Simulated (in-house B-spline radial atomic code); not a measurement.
Results of a calculation; reference values are marked as such.
## Te ion on Ga atom: potential, deflection and energy transfer

The pair potential comes from two frozen, spherical free-atom densities (PBE, B-spline radial code, scalar-relativistic past argon): electrostatics plus the change in Thomas-Fermi kinetic and Dirac exchange energy where they overlap, the recipe behind the universal ZBL potential, which averages such potentials (from solid-state densities) over many pairs. It is written V = (Z1 Z2 e²/r) φ(r/a), with e² = 14.3996 eV·Å and a = 0.46850 Å/(Z1^0.23 + Z2^0.23); ZBL's fit is φ = 0.18175 e^(−3.1998x) + 0.50986 e^(−0.94229x) + 0.28022 e^(−0.4029x) + 0.02817 e^(−0.20162x). Where φ falls below 4e-4 it is continued as an exponential.

Masses 127.6 and 69.72 u.

| x = r/a | φ, this pair | φ, ZBL |
| --- | --- | --- |
| 0.1 | 0.8877 | 0.8928 |
| 0.5 | 0.6129 | 0.6096 |
| 1.5 | 0.3025 | 0.2995 |
| 3 | 0.1326 | 0.1292 |
| 5 | 0.05297 | 0.05224 |
| 8 | 0.01713 | 0.01705 |
| 12 | 0.004775 | 0.00474 |
| 17 | 0.001291 | 0.001212 |

Question: At x = 0.5 the electrostatic, kinetic and exchange parts are 234383.64, 51198.77 and -1092.13 eV. Find r, V and φ.

Answer: a = 0.46850/(2.4813 + 2.2030) = 0.10001 Å, so r = 0.05001 Å. V = 234383.64 + 51198.77 + (-1092.13) = 284490.28 eV. The bare repulsion is 52 × 31 × 14.3996/0.05001 = 464170 eV, so φ = 0.6129, +0.5 % against ZBL's 0.6096. The kinetic (Pauli) term is 18 % of V here.

Question: The ion comes in at 65.68 keV with impact parameter 0.5001 Å. The scattering integral gives a centre-of-mass angle of 10.96° and a closest approach of 5.245 a. What are the reduced energy, the energy passed on and the laboratory angles?

Answer: ε = E a M2/(Z1 Z2 e² (M1 + M2)) = 65680 × 1.5224e-06 = 0.1. The most that one collision can pass on is γE with γ = 4 M1 M2/(M1 + M2)² = 0.9140. Here T = γE sin²(θ/2) = 0.9140 × 65680 × 0.009115 = 547.2 eV. The ion turns by arctan(sin θ/(cos θ + M1/M2)) = 3.9°, and the struck atom leaves at (180° − θ)/2 = 84.5°. The closest approach is 0.525 Å. With ZBL the angle would be 10.78° and T = 530 eV.
